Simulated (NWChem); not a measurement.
System: GaCl3; SMILES [Cl][Ga]([Cl])[Cl]

Results from NWChem. Pople sets run with spherical d functions. The geometry was optimised at PBE0/def2-SVP. Static field.

| level | basis functions | isotropic polarisability (bohr³) | anisotropy (bohr³) |
|---|---|---|---|
| B3LYP/6-31G* | 86 | 53.1 | 30.2 |
| B3LYP/def2-SVP | 86 | 49.1 | 26.6 |
| B3LYP/def2-SVPD | 119 | 68.6 | 26.9 |
| B3LYP/def2-TZVP | 159 | 61.1 | 28.5 |
| B3LYP/aug-cc-pVDZ | 117 | ___ | ___ |

**Question.** Fill in the missing entries.

**Answer.** 
- B3LYP/aug-cc-pVDZ, isotropic polarisability (bohr³): 67.8
- B3LYP/aug-cc-pVDZ, anisotropy (bohr³): 28.0
